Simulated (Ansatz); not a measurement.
`C[SiH](C)[SiH2]F` + `O[SiH3]` → `F[SiH2]O[SiH3]` + `C[SiH2]C` at 400 K and 1 bar (cleavage of the Si–Si bond).

Isolated molecules relaxed with PBE0-D4/def2-TZVP in Ansatz; ΔE leaves out vibrations. CCSD(T)/CBS adds triple-zeta CCSD(T) − MP2 to the extrapolated MP2 energy (def2 sets, frozen cores). Each species was taken in one conformer, which may not be the lowest.

```csv
species,CCSD(T)/CBS energy (Eh),H − E (kJ/mol),S (J/(mol·K))
`C[SiH](C)[SiH2]F`,-759.55313,310.8,433.3
`O[SiH3]`,-366.69042,120.0,276.4
`F[SiH2]O[SiH3]`,-756.28164,162.6,380.8
`C[SiH2]C`,-370.01595,264.2,327.2
```

H − E and S are ideal-gas, rigid-rotor, harmonic terms from PBE0-D4/def2-TZVP, for one conformer and one mirror image of each species. 1 Eh = 2625.50 kJ/mol, R = 8.31446 J/(mol·K).

By hand: ΔE, ΔH, ΔS and ΔG.

ΔE = (-756.28164) + (-370.01595) − (-759.55313) − (-366.69042) = -0.05404 Eh = -141.9 kJ/mol. Δ(H − E) = 162.6 + 264.2 − 310.8 − 120.0 = -4.0, so ΔH = -145.9 kJ/mol. ΔS = 380.8 + 327.2 − 433.3 − 276.4 = -1.7 J/(mol·K). ΔG = -145.9 − 400 × (-1.7)/1000 = -145.2 kJ/mol.

By hand: the equilibrium constant, and the temperature at which ΔG would vanish if ΔH and ΔS stayed fixed.

log₁₀ K = −ΔG/(RT ln 10) = 19.0. ΔG = 0 at ΔH/ΔS = 85824 K, far beyond where these terms or the molecules hold.

The number of gas molecules stays the same, so ΔS is small and ΔH decides. A doubt of 5 kJ/mol in ΔE shifts log₁₀ K by 0.7 here. Other conformers and mirror images would add mixing entropy, several J/(mol·K) or more a flexible species. Modes under 60 cm⁻¹, often nearly free rotors, make the harmonic entropy too high. These are equilibria of isolated gas molecules and say nothing of rates. Largest T1 diagnostic: 0.011 (customary marks: 0.02 for closed shells, 0.045 for open ones).
